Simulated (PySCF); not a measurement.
Molecule: SMILES C[Si](C)(C)[Se] (C3H9SeSi), doublet. Atoms near the plane z = 0.0 Å, at the B3LYP/def2-SVP optimised geometry (x, y, z in Å): Si2 (-0.3, -0.7, 0.0), C3 (1.6, -0.7, 0.0), C4 (-0.9, 1.1, 0.0), H9 (2.0, -0.1, -0.9), H10 (2.0, -0.2, 0.9), H11 (2.0, -1.7, 0.0), H12 (-0.6, 1.6, 0.9), H13 (-2.0, 1.1, 0.0), H14 (-0.6, 1.7, -0.9).

Method: PySCF 2.14.0 with unrestricted B3LYP/def2-TZVP. Cells within 0.4 Å of a nucleus heavier than hydrogen are left out (blank, or x). The values are rescaled to run from 0 to 1.

```
|11111111111111111111111111111|
|11111111111111111111111111111|
|11111111111111111111111111111|
|11111111111111111111111111111|
|11111111111111111111111111111|
|11111111111111111111111111111|
|11111111111111111111111111111|
|11111111110111111111111111111|
|11111111110111111111111111111|
|11111101221121011111111111111|
|1111110277xxx1001111111111111|
|1111110288xxx1101111111111111|
|11111101233563110000111111111|
|11111111112464101100111111111|
|11111111111343111111111111111|
|1111111110011x02343x311111111|
|111111110000xxx256xxx00111111|
|1111111110000x02454x621111111|
|11111111100010002226941111111|
|11111111111110001114941111111|
|11111111111110000111210111111|
|11111111111111011110000111111|
|11111111111111111111111111111|
|11111111111111111111111111111|
|11111111111111111111111111111|
|11111111111111111111111111111|
|11111111111111111111111111111|
|11111111111111111111111111111|
|11111111111111111111111111111|
```
Scale: ten equal steps from 0.000 (start of '0') to 1.00 (end of '9'), in the order '0123456789'; x runs from -4.50 to 4.50, y from -4.50 (bottom) to 4.50 (top).

Q: Which quantity is mapped?
A. deformation density (molecule minus spherical neutral atoms)
B. log10 of the electron density
C. an orbital amplitude
D. electrostatic potential

A: A, deformation density (molecule minus spherical neutral atoms). In full: deformation density (molecule minus spherical neutral atoms) (e/bohr³).
